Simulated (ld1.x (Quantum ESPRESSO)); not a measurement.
**I (Z = 53): one change to a TM potential, before and after**

* Element: I
* Generator: ld1.x (Quantum ESPRESSO) 7.5
* Type: norm-conserving Troullier–Martins (Kleinman–Bylander form)
* Functional: PBE
* Relativity: fully relativistic
* Frozen core: [Kr] 4d10
* Valence charge: 7
* Reference configuration: 5s2 5p5
* Partial waves: 5p (bound): rc 2.10 bohr; 5d channel at 0.25 Ry: rc 2.10 bohr; 5s (bound): rc 1.75 bohr
* Local potential: the s channel
* Core correction: Bessel-smoothed model core inside 0.85 bohr

Open shells are filled in proportion to 2j + 1 (rel_dist='average').

All-electron outer shells of the reference configuration (PBE, scalar-relativistic, ld1.x):

```json
{"shell": "4p", "level (eV)": "-127.57", "outermost node (bohr)": "0.37", "outermost maximum (bohr)": "0.72"}
{"shell": "4d", "level (eV)": "-50.28", "outermost node (bohr)": "0.35", "outermost maximum (bohr)": "0.78"}
{"shell": "5s", "level (eV)": "-17.41", "outermost node (bohr)": "0.88", "outermost maximum (bohr)": "1.70"}
{"shell": "5p", "level (eV)": "-7.09", "outermost node (bohr)": "0.96", "outermost maximum (bohr)": "2.02"}
```

Change: all radii but the core radius scaled by about 1.29 (s 2.26, p 2.72, d 2.72 bohr).

Cutoffs: the cutoffs (Ry, on a coarse ladder) from which the occupation-weighted sum of valence levels, in a spherical-Bessel basis at the reference potential, stays within 10 and 1 mRy of its value at 400 Ry; they do not see the model core or the augmentation charge, which bear on the density cutoff. Errors are all-electron minus pseudo energies relative to the spin-unpolarised reference configuration.

Question: What does the change do?

Answer: The potential gets softer (35 Ry and 50 Ry → 25 Ry and 35 Ry); of the 7 tests that both files solve, the error grows in 3 and shrinks in 1 by more than 15 % and 0.3 meV (median size 6.3 → 7.3 meV); neither file shows a bound ghost. A larger radius leaves more room for a smooth pseudo-wave, so fewer plane waves are needed.

```tsv
quantity	base	changed
cutoff, loose	35 Ry	25 Ry
cutoff, tight	50 Ry	35 Ry
loose cutoff by channel (10 mRy a level)	p 15 Ry, s 25 Ry	p 6 Ry, s 12 Ry
bound ghosts	none	none
error for 5s2 5p4, meV [ΔE 11.16 eV]	-0.3	+0.1
error for 5s2 5p3, meV [ΔE 31.03 eV]	-6.3	-8.2
error for 5s2 5p2, meV [ΔE 60.39 eV]	-33	-52
error for 5s2 5p1, meV [ΔE 99.86 eV]	-108	-182
error for 5s2 5p5.3, meV [ΔE -1.79 eV]	-0.1	0.0
error for 5s1 5p6, meV [ΔE 10.37 eV]	-9.0	-7.3
error for 5s2 5p4.5, meV [ΔE 4.54 eV]	0.0	+0.2
```
